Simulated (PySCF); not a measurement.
Input of a run (PBE0-D3(BJ)/def2-SVP geometry optimisation, gas phase (PySCF 2.14.0)), started from a GFN2-xTB structure with every atom displaced at random (by about 0.01 Å):
```
{"job": {"xc": "PBE0", "basis": "def2-SVP", "d3": "d3bj", "grid": 1, "shake": 0.01, "kind": "geom"}, "charge": 0, "multiplicity": 1}
C      2.334580    -0.693830     0.526680
C      1.428060     0.096960     0.224550
B      0.322080     1.066030    -0.152130
C     -1.084110     0.568980    -0.297440
C     -1.491420    -0.710500    -0.142570
H      3.081080    -1.331610     0.779010
H      0.622490     2.194930    -0.313220
H     -1.878680     1.287640    -0.550700
H     -0.769730    -1.462000     0.135030
H     -2.513930    -1.037540    -0.230290
```

Output (energies in Eh, forces in Eh/bohr):
```
step   0  E = -179.82272978  max force = 0.070919
step   1  E = -179.82844657  max force = 0.012063
step   2  E = -179.82887436  max force = 0.007759
step   3  E = -179.82934884  max force = 0.006790
step   4  E = -179.82955239  max force = 0.003132
step   5  E = -179.82959036  max force = 0.002006
step   6  E = -179.82963056  max force = 0.000324
step   7  E = -179.82963173  max force = 0.000115
optimisation converged
```

Summarise the run.

The energy falls by 0.188 eV over 8 energy and gradient evaluations, the largest force component goes from 0.0709 to 1.2e-04 Eh/bohr, and the atoms move by 0.034 Å rms after alignment. The bond that changes most is C1–H6 (terminal alkyne carbon to alkyne hydrogen), which lengthens by 0.062 Å. Bonds longer at the end by more than 0.005 Å: 5 of 9; shorter: 2. Among the angles that change most is B3–C4–C5, from 125.8° to 122.4°. The energy never rose by more than 1e-6 Eh on the way. The first step brought 83 % of the lowering.

What are the final bond lengths?

C1≡C2 1.220 Å, C2–B3 1.522 Å, B3–C4 1.548 Å, C4=C5 1.346 Å, C1–H6 1.075 Å, B3–H7 1.210 Å, C4–H8 1.097 Å, C5–H9 1.096 Å, C5–H10 1.096 Å. Numbering counts from 1 in the input's order; the species is `C#CBC=C`.

The run used 95 basis functions and 56 SCF cycles in all. The run took 22 s on Arm Neoverse V1, one thread, shared host with 32 logical CPUs at a one-minute load of 46, and the process peaked at 0.37 GiB of memory.

No PBE0-D3(BJ)/def2-SVP frequencies stand behind this structure, so it isn't proved a minimum. The numbers are those of one conformer.

Conformer computed: `[CH:1]#[C:2][BH:3][CH:4]=[CH2:5]`: C2–B3–C4–C5 0°.
